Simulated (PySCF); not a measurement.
C3H8Si, triplet, at the geometry of the source list (a higher spin typed on purpose: for a closed-shell molecule this is an excited state). Base run: HF/6-31G (PySCF).

The PySCF input:
```python
from pyscf import gto, scf

mol = gto.Mole()
mol.atom = '''
    C     0.730800    0.285300    0.781400
    C     0.812900   -0.819000   -0.292100
    Si   -0.981800   -0.455300   -0.842500
    C    -0.566400    0.991300    0.336900
    H     1.601200    0.941100    0.802800
    H     0.614100   -0.148700    1.774400
    H     1.560600   -0.591700   -1.050700
    H     1.046100   -1.804800    0.105100
    H    -1.986800   -1.395200   -0.341600
    H    -1.217500   -0.144900   -2.252600
    H    -0.361600    1.931000   -0.174100
    H    -1.251700    1.210900    1.153100
'''
mol.basis = '6-31g'
mol.charge = 0
mol.spin = 2
mol.verbose = 4
mol.build()

mf = scf.UHF(mol)
mf.kernel()
mo_i, mo_e, stable_i, stable_e = mf.stability(internal=True, external=True, return_status=True, nroots=6, tol=1e-6)
print('internally stable:', stable_i, ' externally stable:', stable_e)
if not stable_i:
    umf = mf.copy()
    umf.scf_summary = {}
    umf.kernel(umf.make_rdm1(mo_i, mf.mo_occ))
mf.analyze()
```

The bond that is stretched is that between atoms 11 and 4. A test that says stable can miss a lower solution.

Variants of this job, named by their change:

```tsv
change	ΔE vs base (mEh)	<S^2>	stability test says
base	0.000	2.048	internal instability
bond × 1.25	28.900	2.020	external instability
bond × 1.5	-32.791	2.017	external instability
bond × 1.8	-74.517	2.016	external instability
bond × 2.2	-97.702	2.015	external instability
bond × 3.0	-107.7	2.014	external instability
```

On stretching, the SCF can end on different states; <S^2> shows the spin contamination of each.
